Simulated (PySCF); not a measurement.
Coordinates in bohr (charge 0 multiplicity 1):
```
I    -1.0732    0.0000   -0.7947
O    -0.7416    2.8464   -2.5942
O    -0.7416   -2.8464   -2.5942
O    -3.6757    0.0000    1.3679
Br    2.7632    0.0000    2.0463
```

These are results of PySCF, PBE0, basis I def2-SVP with ECP28, O def2-SVP, Br def2-SVP (scalar-relativistic core potentials, no spin–orbit coupling, density fitting), not measurements.

This geometry of IO₃Br is a stationary point at this level.

Question: What is the point group?

Answer: C3v.

Question: Is it a minimum?

Answer: Yes: all harmonic wavenumbers are real.

Question: List the harmonic modes with their infrared intensities.

Answer: 
```tsv
symmetry	ω (cm⁻¹)	IR (km/mol, summed over degenerate members)
e	146	2.6
a1	209	0.3
e	266	51.1
a1	291	99.9
a1	829	20.7
e	888	97.1
```

Question: Give the atomic charges and bond orders.

Answer: 
```
  atom  Mulliken  Löwdin  polar tensor  Mayer order to I1
    I1      1.59    1.63          1.99                  –
O2,3,4     -0.49   -0.51         -0.54               1.48
   Br5     -0.14   -0.10         -0.36               0.74
```

Question: What is the atomisation energy, with and without zero-point energy?

Answer: 625 kJ/mol without, 601 kJ/mol with.

In C3v the vibrations span 3e + 3a1.

Other isomers or separated fragments may lie lower.
